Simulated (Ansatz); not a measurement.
Ansatz results at the PBE0-D4/def2-TZVP geometry: HOMO–LUMO gap (ωB97M-V/def2-TZVPP) 9.28 eV; HOMO energy (ωB97M-V/def2-TZVPP) -9.26 eV; LUMO energy (PBE0/def2-TZVPP) -1.76 eV.

Each molecule was computed in one conformer, which needn't be the lowest.

(1) Which molecule gave them?
A. `C[C@H](F)[Si@H](F)Cl`
B. `[OH][Al]1[CH]=N[SiH2]1`
C. `F[B]([ZnH])CCl`
D. `NCOC[SiH3]`

## Answers

(1) C. The others give `NCOC[SiH3]`: 12.10, -9.83, 0.83; `C[C@H](F)[Si@H](F)Cl`: 12.82, -10.85, 0.11; `[OH][Al]1[CH]=N[SiH2]1`: 8.85, -8.63, -1.68.
